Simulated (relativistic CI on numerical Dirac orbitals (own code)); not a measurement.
# O5+: calculation against measurement

Computed by Dirac-Coulomb-Breit CI, KLI orbitals optimised for each configuration, QED by a radiative potential, valence Slater integrals scaled by 0.85, P86 correlation energy added to each configuration (own radial code, finite nucleus).

Configuration list (outside the closed core 1s2): 2s, 2p, 3s, 3p, 3d, 4s, 4p, 4f, 4d, 5s, 5p, 5g, 5f, 5d. Levels of other configurations are missing.

```tsv
Configuration	Term (tabulated)	J	Measured (cm⁻¹)	Computed	Error	Purity (%)
2s	2S	1/2	0.0	0	0	100
2p	2P°	1/2	96375.0	98748	2373	100
2p	2P°	3/2	96907.5	99265	2358	100
3s	2S	1/2	640039.8	639595	-445	100
3p	2P°	1/2	666113.2	665726	-387	100
3p	2P°	3/2	666269.8	665874	-396	100
3d	2D	3/2	674625.7	672491	-2135	100
3d	2D	5/2	674676.8	672537	-2140	100
4s	2S	1/2	852696.0	852133	-563	100
4p	2P°	1/2	863333.8	862799	-535	100
4p	2P°	3/2	863397.7	862860	-538	100
4d	2D	3/2	866880.1	866004	-876	100
4d	2D	5/2	866901.5	866024	-878	100
4f	2F°	5/2	867077.7	868983	1906	100
4f	2F°	7/2	867087.0	868993	1906	100
5s	2S	1/2	948690.0	948325	-365	100
```

Measured levels from Moore, Selected Tables of Atomic Spectra, NSRDS-NBS 3, section 8; pairs were made by configuration, J and term (by order where the table uses no LS term), so strongly mixed levels may be paired wrongly.

Mean error by configuration (cm⁻¹): 2p 2366; 3s -445; 3p -392; 3d -2137; 4s -563; 4p -536; 4d -877; 4f 1906; 5s -365. Over the excited levels the mean absolute error is 1187 cm⁻¹ (15 of the 15 excited levels that our extract of the source holds in range could be paired), and the median relative error of those above 1,000 cm⁻¹ is 0.1 %.
